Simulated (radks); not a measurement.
Task: All-electron atom: Ce XVI in [Kr] 4d7. Method: scalar-relativistic Kohn-Sham, LB94 model potential, spin-polarised, spherical densities, finite nucleus; open shells are filled with parallel spins first (spin-orbit coupling, left out, can overturn this in heavy ions); Fermi nuclear charge, rms radius 4.8771 fm; computed with a radial shooting solver on a logarithmic mesh with Libxc functionals. Some entries of the table are withheld. Estimate them.

| orbital | occ. | eigenvalue (eV) | <r> (bohr) | <r^2> (bohr^2) |
|---|---|---|---|---|
| 1s down | 1 | -40766.47 | 0.02454 | 0.0008183 |
| 1s up | 1 | -40766.41 | 0.02454 | 0.0008183 |
| 2s up | 1 | -6817.770 | 0.1050 | 0.01300 |
| 2s down | 1 | -6817.348 | 0.1050 | 0.01300 |
| 2p up | 3 | -6146.519 | 0.09211 | 0.01035 |
| 2p down | 3 | -6146.300 | 0.09210 | 0.01035 |
| 3s up | 1 | -1725.636 | 0.2776 | 0.08794 |
| 3s down | 1 | -1725.271 | 0.2778 | 0.08803 |
| 3p up | 3 | -1511.480 | 0.2753 | 0.08771 |
| 3p down | 3 | -1511.024 | 0.2754 | 0.08780 |
| 3d up | 5 | -1207.317 | 0.2517 | 0.07453 |
| 3d down | 5 | -1206.409 | 0.2519 | 0.07464 |
| 4s up | 1 | (1) | 0.6202 | 0.4326 |
| 4s down | 1 | (2) | 0.6193 | 0.4315 |
| 4p up | 3 | -511.8368 | 0.6491 | 0.4766 |
| 4p down | 3 | -509.2752 | 0.6482 | 0.4756 |
| 4d up | 5 | -407.6549 | 0.6878 | 0.5420 |
| 4d down | 2 | -405.1439 | 0.6869 | 0.5410 |

Result: 
(1) 4s up eigenvalue (eV): -583.7810
(2) 4s down eigenvalue (eV): -581.3426
